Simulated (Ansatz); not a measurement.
C6H14F2Si (`CC(C)[Si](F)(F)C(C)C`), relaxed with RKS PBE-D4/def2-SVP in Ansatz 0.2.0 from a rough embedded geometry. The force threshold is 0.03 eV/Å; the program also tests the step.

Total charge 0; spin multiplicity 1.

Start:

```xyz
23

C    -0.711   -1.771    1.360
C     0.467   -0.708    1.346
C     1.710   -1.271    2.053
Si    0.836   -0.092   -0.487
F     1.283   -1.300   -1.325
F     2.015    1.022   -0.338
C    -0.687    0.719   -1.256
C    -1.245    1.907   -0.469
C    -0.390    1.146   -2.668
H    -0.425   -2.655    0.830
H    -0.867   -2.046    2.447
H    -1.588   -1.331    0.977
H     0.179    0.206    1.963
H     2.100   -2.185    1.527
H     2.516   -0.572    2.068
H     1.524   -1.595    3.053
H    -1.437   -0.041   -1.285
H    -2.135    2.304   -0.898
H    -1.547    1.589    0.585
H    -0.509    2.733   -0.299
H    -0.075    0.368   -3.276
H     0.307    1.958   -2.739
H    -1.319    1.614   -3.170
```

```
step  energy (eV)  largest force (eV/Å)  largest move (Å)
   1  -19735.9703                 4.948             0.000
   2  -19736.6828                 2.297             0.091
   3  -19736.7736                 0.951             0.085
   4  -19736.8394                 0.183             0.061
   5  -19736.8417                 0.167             0.044
   6  -19736.8462                 0.024             0.059
```

End:

```xyz
23

C    -0.706   -1.693    1.420
C     0.465   -0.695    1.372
C     1.757   -1.282    1.967
Si    0.751   -0.072   -0.380
F     1.291   -1.323   -1.300
F     1.985    1.014   -0.354
C    -0.719    0.718   -1.248
C    -1.306    1.869   -0.411
C    -0.341    1.163   -2.672
H    -0.494   -2.591    0.802
H    -0.885   -2.044    2.458
H    -1.656   -1.250    1.055
H     0.183    0.209    1.961
H     2.096   -2.167    1.389
H     2.584   -0.543    1.962
H     1.598   -1.610    3.017
H    -1.485   -0.090   -1.323
H    -2.185    2.321   -0.919
H    -1.643    1.534    0.593
H    -0.560    2.678   -0.262
H     0.043    0.318   -3.277
H     0.448    1.943   -2.648
H    -1.219    1.591   -3.201
```

Run time 17 s (4 threads of an AMD EPYC 7R13 on a shared host and a share of an NVIDIA H100 80 GB); peak host memory 0.84 GiB.
